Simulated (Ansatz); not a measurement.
All numbers were calculated with Ansatz.

A structure relaxed at PBE0-D4/def2-TZVP, charge 0, multiplicity 1:

```xyz
9

N     3.0776    0.0438   -0.5620
C     2.0585    0.3328   -0.1082
Si    0.3831    0.7283    0.5671
Si   -1.1252   -0.7515   -0.4430
Cl   -2.9924   -0.3160    0.3054
H     0.4438    0.5432    2.0357
H     0.0909    2.1397    0.2249
H    -1.1444   -0.5645   -1.9129
H    -0.7919   -2.1558   -0.1070
```

(1) Give its formula and SMILES.

(2) Point group (tolerance 0.08 Å, 0.16 Å for H)?

(3) Summarise the bond lengths by kind.

Results:

(1) CH4ClNSi2, `N#C[SiH2][SiH2]Cl`.

(2) Cs.

(3) 1 × C–N 1.152 Å; 1 × C–Si 1.849 Å; 1 × Si–Si 2.342 Å; 4 × H–Si 1.481 to 1.482 Å; 1 × Cl–Si 2.058 Å.
